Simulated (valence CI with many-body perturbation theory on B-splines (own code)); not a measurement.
**E1 transitions of Yb XXXIX**

Computed by valence CI with perturbative core correlation (CI+MBPT): four valence electrons over a frozen Dirac-Fock core [Ar] 3d10, a basis of 11 s, 11 p, 9 d, 7 f, 5 g, 2 h, 1 i functions for each j, with the one-electron correlation potential Σ1 (screened to all orders), the two-electron term Σ2, the three-electron term Σ3, Breit, model QED; selected single and double excitations, second order for the rest (own B-spline code, finite nucleus).

The last digits are not significant, and no measured levels were compared; by estimate large intervals hold to a few tenths of a per cent, small ones and those within an open d or f shell to about a per cent.

Lines 1 to 50 of 244 in falling wavelength, among levels below 416.39 eV, chosen from the strongest by gf and those to the six lowest levels. Wavelengths and rates use the calculated energies. Electric multipoles are in the length gauge, E1 and E2 with the static RPA response of the core. Weak lines are less certain than strong ones. Lines between different terms over intervals too small for the method are left out, as are lines whose strength nearly cancels. The highest levels of a list are the least certain.

Levels are named by their leading jj configuration (3d3/2^4 stands for four electrons in 3d with j = 3/2), which in mixed levels can hold well under half, so a name can repeat and another be missing. Letters in brackets count levels of one name in rising energy.

```tsv
λ vac (Å)	Upper	Lower	A (s⁻¹)	S (a.u.) with core polarisation	S without
1021	(4s 4p1/2^2 4p3/2) J=2	(4s^2 4p3/2^2) J=2	3.88e+05	1.02e-03	1.08e-03
726.7	(4s 4p1/2^2 4p3/2) J=1	(4s^2 4p3/2^2) J=0	8.57e+05	4.87e-04	5.19e-04
483.5	(4s 4p1/2^2 4p3/2) J=1	(4s^2 4p3/2^2) J=2	1.20e+07	2.01e-03	2.14e-03
190.6	(4s^2 4p1/2 4d3/2) J=2	(4s^2 4p3/2^2) J=2	8.05e+07	1.38e-03	1.47e-03
182.3	(4s 4p1/2 4p3/2 4d3/2) J=3 [a]	(4s^2 4p3/2 4d3/2) J=2	2.31e+09	4.83e-02	5.16e-02
173.7	(4s 4p1/2 4p3/2 4d3/2) J=4	(4s^2 4p3/2 4d3/2) J=3	5.49e+09	1.28e-01	1.36e-01
172.2	(4s 4p1/2 4p3/2 4d5/2) J=3 [b]	(4s 4p3/2^3) J=2	1.29e+09	2.28e-02	2.44e-02
170.8	(4s^2 4p1/2 4d3/2) J=1	(4s^2 4p3/2^2) J=0	6.73e+07	4.96e-04	5.26e-04
170.6	(4s 4p1/2 4p3/2 4d5/2) J=4 [b]	(4s^2 4p3/2 4d5/2) J=3	3.07e+09	6.76e-02	7.22e-02
170.0	(4s 4p1/2 4p3/2^2) J=2 [a]	(4s^2 4p3/2^2) J=2	1.39e+09	1.68e-02	1.80e-02
169.1	(4s 4p1/2 4p3/2 4d5/2) J=4 [a]	(4s^2 4p3/2 4d5/2) J=4	2.15e+09	4.62e-02	4.94e-02
167.8	(4s 4p1/2^2 4d3/2) J=2	(4s^2 4p1/2 4d3/2) J=1	5.75e+09	6.70e-02	7.15e-02
157.5	(4s 4p1/2 4p3/2 4d3/2) J=3 [b]	(4s^2 4p3/2 4d3/2) J=3	2.64e+09	3.56e-02	3.80e-02
156.8	(4s 4p1/2 4p3/2 4d5/2) J=2 [c]	(4s 4p3/2^3) J=1	2.59e+09	2.46e-02	2.63e-02
156.7	(4s 4p1/2^2 4d5/2) J=3	(4s^2 4p1/2 4d5/2) J=3	4.63e+09	6.15e-02	6.56e-02
155.1	(4s 4p1/2 4p3/2 4d3/2) J=2 [b]	(4s^2 4p3/2 4d3/2) J=1	2.86e+09	2.63e-02	2.81e-02
154.8	(4s 4p1/2 4p3/2^2) J=3	(4s^2 4p3/2^2) J=2	6.07e+09	7.77e-02	8.31e-02
154.4	(4s 4p1/2^2 4d5/2) J=3	(4s^2 4p1/2 4d5/2) J=2	6.42e+09	8.16e-02	8.71e-02
153.7	(4s 4p1/2 4p3/2 4d3/2) J=2 [b]	(4s^2 4p3/2 4d3/2) J=2	4.66e+09	4.18e-02	4.46e-02
153.7	(4s 4p1/2 4p3/2 4d3/2) J=3 [c]	(4s^2 4p3/2 4d3/2) J=3	3.74e+09	4.69e-02	5.01e-02
152.7	(4s^2 4p1/2 4d3/2) J=1	(4s^2 4p3/2^2) J=2	1.05e+09	5.54e-03	5.91e-03
152.6	(4s 4p1/2 4p3/2 4d3/2) J=3 [b]	(4s^2 4p3/2 4d3/2) J=2	2.48e+09	3.04e-02	3.24e-02
151.3	(4s 4p1/2 4p3/2 4d5/2) J=5	(4s^2 4p3/2 4d5/2) J=4	1.09e+10	2.05e-01	2.19e-01
151.0	(4s 4p1/2^2 4p3/2) J=2	(4s^2 4p1/2 4p3/2) J=2	7.58e+09	6.44e-02	6.87e-02
149.1	(4s 4p1/2 4p3/2 4d3/2) J=3 [c]	(4s^2 4p3/2 4d3/2) J=2	2.06e+09	2.35e-02	2.51e-02
148.0	(4s 4p1/2 4p3/2 4d3/2) J=1 [b]	(4s^2 4p3/2 4d3/2) J=0	5.83e+09	2.80e-02	2.98e-02
146.4	(4s 4p1/2 4p3/2 4d3/2) J=2 [c]	(4s^2 4p3/2 4d3/2) J=1	4.29e+09	3.32e-02	3.55e-02
145.2	(4s 4p1/2 4p3/2 4d3/2) J=2 [c]	(4s^2 4p3/2 4d3/2) J=2	3.69e+09	2.78e-02	2.97e-02
144.1	(4s 4p1/2^2 4p3/2) J=2	(4s^2 4p1/2 4p3/2) J=1	9.93e+09	7.33e-02	7.82e-02
142.2	(4s 4p1/2 4p3/2 4d3/2) J=1 [c]	(4s^2 4p3/2 4d3/2) J=1	8.39e+09	3.57e-02	3.81e-02
141.8	(4s 4p1/2^2 4d3/2) J=1	(4s^2 4p1/2 4d3/2) J=2	1.70e+10	7.17e-02	7.65e-02
141.5	(4p1/2 4p3/2^3) J=2	(4s 4p3/2^3) J=1	5.60e+09	3.92e-02	4.18e-02
140.4	(4s 4p1/2 4p3/2^2) J=1 [a]	(4s^2 4p3/2^2) J=0	8.94e+09	3.67e-02	3.92e-02
139.5	(4s 4p1/2 4p3/2 4d5/2) J=1 [a]	(4s^2 4p3/2 4d5/2) J=2	1.07e+10	4.32e-02	4.61e-02
138.7	(4s^2 4p1/2 4f7/2) J=4	(4s^2 4p3/2 4d5/2) J=3	6.10e+09	7.24e-02	7.73e-02
138.4	(4p1/2^2 4p3/2^2) J=2	(4s 4p1/2 4p3/2^2) J=1 [b]	6.57e+09	4.30e-02	4.59e-02
137.7	(4s 4p1/2^2 4d3/2) J=2	(4s^2 4p1/2 4d3/2) J=2	1.22e+10	7.88e-02	8.40e-02
137.3	(4s 4p1/2 4p3/2 4d5/2) J=3 [a]	(4s^2 4p3/2 4d5/2) J=2	3.15e+09	2.82e-02	3.01e-02
137.3	(4s^2 4p1/2 4f5/2) J=2	(4s^2 4p3/2 4d3/2) J=3	4.82e+09	3.08e-02	3.28e-02
137.0	(4s 4p1/2 4p3/2 4d5/2) J=1 [c]	(4s^2 4p3/2 4d5/2) J=1	8.10e+09	3.08e-02	3.29e-02
136.8	(4p1/2^2 4p3/2^2) J=0	(4s 4p1/2 4p3/2^2) J=1 [b]	1.99e+10	2.52e-02	2.69e-02
136.8	(4p1/2^2 4p3/2^2) J=2	(4s 4p1/2 4p3/2^2) J=2 [b]	1.14e+10	7.18e-02	7.66e-02
135.5	(4s 4p1/2 4p3/2 4d5/2) J=2 [c]	(4s^2 4p3/2 4d5/2) J=1	1.02e+10	6.24e-02	6.65e-02
133.9	(4s^2 4p1/2 4d5/2) J=2	(4s^2 4p3/2^2) J=2	4.09e+08	2.43e-03	2.58e-03
133.7	(4s 4p1/2 4p3/2^2) J=1 [b]	(4s^2 4p3/2^2) J=0	4.59e+09	1.62e-02	1.74e-02
133.6	(4s 4p1/2^2 4d5/2) J=3	(4s 4p1/2 4p3/2^2) J=3	3.90e+09	3.21e-02	3.42e-02
132.3	(4s^2 4p1/2 4d5/2) J=3	(4s^2 4p3/2^2) J=2	5.16e+09	4.13e-02	4.41e-02
131.9	(4s 4p1/2 4p3/2 4d5/2) J=2 [d]	(4s 4p3/2^3) J=2	5.58e+09	3.16e-02	3.38e-02
131.5	(4s 4p1/2 4p3/2 4d5/2) J=3 [b]	(4s^2 4p3/2 4d5/2) J=2	5.84e+09	4.59e-02	4.90e-02
131.3	(4s 4p1/2 4p3/2 4d5/2) J=2 [b]	(4s^2 4p3/2 4d5/2) J=2	1.56e+10	8.70e-02	9.29e-02
```
